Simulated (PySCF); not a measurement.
Si(Br)2(OH)2 (Br2H2O2Si), SMILES Br[Si](O)(Br)O.

Geometry: B3LYP-D3(BJ)/def2-SVP. This is a generated structure with no PubChem entry under its InChIKey; it may be hypothetical. Other conformers were not sampled.

Two levels are set side by side: PBE/def2-TZVP (PySCF) and PBE0/def2-TZVP (PySCF). Same geometry, gas phase. Differences are taken from unrounded values.

```tsv
quantity	PBE0
orbital gap (eV)	8.18
highest occupied level (eV)	-8.57
lowest empty level (eV)	-0.40
dipole moment (D)	1.76
mean polarisability (bohr³)	67.2
```

What does PBE give, and how far is it from PBE0? (Estimate from the structure and the level; the computed values follow.)


```json
[
 {"quantity": "orbital gap (eV)", "PBE": "5.92", "PBE minus PBE0": "-2.26"},
 {"quantity": "highest occupied level (eV)", "PBE": "-7.27", "PBE minus PBE0": "1.30"},
 {"quantity": "lowest empty level (eV)", "PBE": "-1.35", "PBE minus PBE0": "-0.95"},
 {"quantity": "dipole moment (D)", "PBE": "1.74", "PBE minus PBE0": "-0.02"},
 {"quantity": "mean polarisability (bohr³)", "PBE": "70.1", "PBE minus PBE0": "2.8"}
]
```

PBE's occupied levels lie high since its potential decays too fast outside the molecule; exact exchange lowers them and widens the gap. Loosely held outer electrons make PBE densities more polarisable. Differences between two approximate levels are no errors against the true value.

Rough cost on one machine, each run with all the roots and properties that it gave: PBE0 against PBE within a factor of 2.
